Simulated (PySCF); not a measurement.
Delta-SCF ions had no search for a lower state. Excitations are Tamm–Dancoff values on a coarser integration grid. The basis has no diffuse functions, so Rydberg states are missing or too high.

# H₃F₃Si₂, SMILES `[Si](F)(F)([SiH3])F` (charge 0, multiplicity 1)

Computed with PySCF with PBE-D3(BJ)/def2-TZVP.

* **HOMO**: -8.11 eV
* **dipole moment**: 0.429 e·Å
* **LUMO**: -1.23 eV
* **HOMO–LUMO gap**: 6.88 eV
* **S1 excitation (TDA)**: 7.46 eV
* **S1 oscillator strength**: 0.036
* **brightest of the four lowest singlets (TDA)**: 8.16 eV
* **T1 excitation (TDA)**: 6.28 eV
* **S1–T1 gap (TDA)**: 1.18 eV
* **vertical ionisation energy (Delta-SCF)**: 11.28 eV
* **total energy**: -23948.54 eV
* **cost**: around 120 core-seconds (rough)

```xyz
8

F      1.6426    -1.1575    -1.0627
Si     1.1199    -0.1018     0.0221
F      1.8497     1.2897    -0.2870
F      1.6430    -0.5992     1.4515
Si    -1.2056     0.1096    -0.0237
H     -1.6169     0.5760    -1.3809
H     -1.8145    -1.2214     0.2705
H     -1.6182     1.1046     1.0101
```
Charge 0, spin multiplicity 1.
